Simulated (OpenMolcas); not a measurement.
**Se III: effect of the active space**

```yaml
Program: OpenMolcas
Method: XMS-CASPT2 or its RAS form, IPEA 0.25 Eh, imaginary shift 0.1 Eh
Basis: ANO-RCC-VTZP
Scalar_Hamiltonian: DKH2, point nucleus
Spin-orbit_coupling: RASSI with atomic mean-field integrals over the reference wave functions, term energies averaged over their components
```

A. 2 electrons in 3 orbitals (4p); 2S+1 = 3 even, 3 roots; 2S+1 = 1 even, 6 roots; closed shells correlated: 3d 4s; CASPT2 step about 0.9 core-seconds
B. 4 electrons in 9 orbitals (RAS2 4s 4p; RAS3 4d, at most 2 electrons); 2S+1 = 3 even, 6 roots; 2S+1 = 1 even, 12 roots; 2S+1 = 5 odd, 1 root; 2S+1 = 3 odd, 8 roots; 2S+1 = 1 odd, 8 roots; closed shells correlated: 3d; CASPT2 step roughly 27 core-seconds

Energies in cm⁻¹ above 4s² 4p² ³P₀, the measured ground level; measured values from Moore, Atomic Energy Levels, vol. II, NSRDS-NBS 35 (1971 reprint of NBS Circular 467, 1952).

| Level | A | B | Measured |
| --- | --- | --- | --- |
| 4s² 4p² ³P₀ | 0.0 | 0.0 | 0.0 |
| 4s² 4p² ³P₁ | 1551 | 1540 | 1741 |
| 4s² 4p² ³P₂ | 3600 | 3580 | 3937 |
| 4s² 4p² ¹D₂ | 12900 | 13240 | 13032 |
| 4s² 4p² ¹S₀ | 28810 | 29000 |  |

Deviations, from unrounded energies. A percentage is the sum of absolute deviations over the sum of measured energies, with the sign that they share, or ± where signs differ.

```csv
Against measurement,Levels,A,B
mean absolute deviation (cm-1),3,220,250
fine structure of the ground term (%),2,-9.3,-9.8
other terms of the ground configuration (%),1,-1.0,+1.6
```

A lies closest to measurement on these levels. The largest miss of A in the table is 4s² 4p² ³P₂, by -340 cm-1. The ranking rests on the paired levels alone, and a cruder setting can come out closer through cancelling errors.

The two smallest mean deviations differ by little beside CASPT2's spread within terms, so their order carries little weight.

Between A and B the level of the table that moves most is 4s² 4p² ¹D₂, by 340 cm-1 (lowest in A, highest in B). Moves below CASPT2's spread within the term are not significant.

Term energies are means over components that CASPT2 splits; among the terms shown or strongly mixed into the levels shown the widest spread is 380 cm-1 (4s² 4p² ¹D, A). With the s shell closed, the reference lacks s² → p² mixing (holds for A). The run also gave levels led by 4s 4p² 4d, 4s² 4p 4d, which use shells meant for correlation; these and all levels above them are left out (holds for B). Measured partners are found by configuration, term and J. A level has none where our copy of the source lacks it or the pairing is in doubt (some pairs that miss far off the trend of their configuration count as doubtful), and it then counts in no deviation. Only configurations of the active space appear. Levels that lie high or do not pair safely by name in every column are left out.
